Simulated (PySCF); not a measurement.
Compound: Mo(CH)(NH2)3, CH7MoN3 (singlet state).
Cartesian coordinates in Å at the PBE0-D3(BJ)/def2-SVP level; atoms count from 1:
```xyz
12
CH7MoN3 angstrom
Mo     0.000    0.001    0.033
C     -0.006    0.016    1.743
H     -0.009    0.026    2.837
N      1.897   -0.037   -0.395
H      2.227   -0.053   -1.359
H      2.688   -0.045    0.240
N     -0.919    1.654   -0.420
H     -1.305    2.352    0.204
H     -1.074    1.931   -1.388
N     -0.974   -1.628   -0.390
H     -1.141   -1.916   -1.353
H     -1.385   -2.301    0.247
```

The calculation used TDDFT wB97X-D/def2-SVPD, vertical, gas phase, core orbitals frozen in the response, def2 core potentials past Kr (PySCF). Spin–orbit coupling is left out.

Ground-to-excited transition dipoles (e·a0, same axes as the geometry; the sign carries no meaning), for the states with f of 0.002 or more among the lowest 9:

| state | E (hartree) | μx | μy | μz |
| --- | --- | --- | --- | --- |
| S5 | 0.1930 | 0.231 | 0.116 | -0.012 |
| S6 | 0.1930 | 0.116 | -0.231 | 0.000 |
| S7 | 0.1941 | 0.008 | 0.008 | 0.481 |
| S8 | 0.1993 | -0.729 | 0.136 | -0.002 |
| S9 | 0.1993 | -0.136 | -0.729 | 0.008 |

Task: Work out the oscillator strengths.

Result: f = (2/3) ΔE |μ|² with ΔE in hartree (27.2114 eV).

| state | \|μ\|² (au) | \|μ\| (D) | f |
| --- | --- | --- | --- |
| S5 | 0.067 | 0.66 | 0.009 |
| S6 | 0.067 | 0.66 | 0.009 |
| S7 | 0.231 | 1.22 | 0.030 |
| S8 | 0.550 | 1.88 | 0.073 |
| S9 | 0.549 | 1.88 | 0.073 |

Task: Label these states by symmetry in C3v.

Result: From a totally symmetric ground state, an allowed state transforms like the component of the dipole operator along its μ. Polarised along the main axis, so A1: S7. Polarised across the main axis, so E: S5, S6, S8 and S9.

Task: Which bond between heavy atoms lies closest to the direction of the S7 transition dipole?

Result: Mo1–C2, at 1° from it; next Mo1–N10 and Mo1–N7 at 76°.

Task: What peak molar absorption coefficient would the strongest computed level give as a lone Gaussian band 0.4 eV wide at half height?

Result: ε(max) = 2.175×10⁸ f / FWHM, with the width in cm⁻¹. S8/S9 (f summed): 2.175×10⁸ × 0.1461 / 3226 ≈ 9800 L mol⁻¹ cm⁻¹.

S5/S6 and S8/S9 coincide within about 0.01 eV; within a degenerate level the directions of the single components are arbitrary.

All these states lie below the vertical ionisation energy of 8.54 eV (ΔSCF).
